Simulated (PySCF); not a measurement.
PySCF 2.14 output of a UHF calculation on a single atom or ion in aug-cc-pVDZ-PP with ECP28MDF, with scalar relativity through the core potential:

```
SCF conv_tol = 1e-09
number electrons alpha = 8  beta = 4
cycle= 1 E= -46.2707378166961  delta_E= -0.00552  |g|= 0.0191  |ddm|= 0.0821
cycle= 2 E= -46.2713317243625  delta_E= -0.000594  |g|= 0.00733  |ddm|= 0.0373
cycle= 3 E= -46.2715894645751  delta_E= -0.000258  |g|= 0.0045  |ddm|= 0.034
cycle= 4 E= -46.2717938787884  delta_E= -0.000204  |g|= 0.00211  |ddm|= 0.0481
cycle= 5 E= -46.2718379106739  delta_E= -4.4e-05  |g|= 0.00112  |ddm|= 0.0249
cycle= 6 E= -46.2718462629218  delta_E= -8.35e-06  |g|= 0.000935  |ddm|= 0.00758
cycle= 7 E= -46.2718595763291  delta_E= -1.33e-05  |g|= 0.000585  |ddm|= 0.0136
cycle= 8 E= -46.2718667954198  delta_E= -7.22e-06  |g|= 9.67e-05  |ddm|= 0.018
cycle= 9 E= -46.2718668571655  delta_E= -6.17e-08  |g|= 2.01e-05  |ddm|= 0.00173
cycle= 10 E= -46.2718668587022  delta_E= -1.54e-09  |g|= 5.47e-06  |ddm|= 0.000236
cycle= 11 E= -46.2718668587931  delta_E= -9.09e-11  |g|= 1.01e-06  |ddm|= 8.29e-05
converged SCF energy = -46.2718668587931  <S^2> = 6.0033246  2S+1 = 5.0013297
```

The run itself started from symmetry-adapted Hartree-Fock orbitals and held the occupation by maximum overlap, so the iterations belong to that start.

Q: Which element, charge and spin multiplicity is this?

A: Zr (zirconium, neutral), multiplicity 5; the state was [Kr] 4d2 5s1 5p1, one real determinant (an excited configuration).

⟨L²⟩ = 14.02 against 20 for a pure G term, so this real determinant mixes terms. Energies and moments cover only the electrons outside the core potential.
